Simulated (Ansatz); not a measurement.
The first iterations of a band of FGeH$_{3}$OS (7 atoms, charge 0, multiplicity 1).

Theory: RKS PBE0/def2-SVP (Ansatz 0.2.0).

| Property | Result |
| --- | --- |
| movable images | 7 |
| climbing image | yes |
| spring | 5.0 eV/Å² |
| optimiser | quadratic models (default) |
| start path | through a guess of the saddle point |
| force threshold | 0.05 eV/Å |
| iteration limit | 60 |
| end points | relaxed |

First end point:

```xyz
7
Properties=species:S:1:pos:R:3
O -1.291 0.678 0.586
Ge 0.283 -0.093 0.453
F 0.215 -1.621 1.274
S 0.781 -0.669 -1.621
H -1.988 0.195 0.126
H 1.268 0.824 1.173
H 0.793 0.618 -2.037
```

Last end point:

```xyz
7
Properties=species:S:1:pos:R:3
O -1.268 0.368 0.533
Ge 1.017 0.446 0.199
F 0.794 -1.007 1.233
S 0.948 -0.711 -1.750
H -1.526 0.956 1.256
H -1.181 -0.509 0.947
H 1.277 0.389 -2.464
```

| iteration | highest image above the first end (eV) | largest band force component (eV/Å) |
| --- | --- | --- |
| 1 | 6.764 | 30.499 |
| 2 | 3.278 | 5.282 |
| 3 | 2.798 | 2.550 |
| 4 | 2.623 | 2.087 |
| 5 | 2.493 | 4.991 |
| 6 | 2.393 | 1.705 |
| 7 | 2.179 | 0.875 |
| 8 | 1.711 | 1.444 |

Does the band converge within its limit, and where does its top end?

The run converged. It ended after 24 iterations with the highest image 2.452 eV above the first end. The profile has 2 maxima (images 3, 6) with wells between them (image 5): this band takes more than one step, which may be the mechanism or a detour left from its start path. Neighbouring images differ by up to 1.9 eV, so the band resolves the path poorly. A vibrational analysis at the climbing image gives one clearly imaginary mode, 1402i cm⁻¹: a first-order saddle point. The orbitals stay closed-shell, which can raise the energy where a bond breaks towards radicals; this wasn't checked here.

The run took 5 min on 2 threads of Arm Neoverse V2 (shared host), peak memory 0.21 GiB.
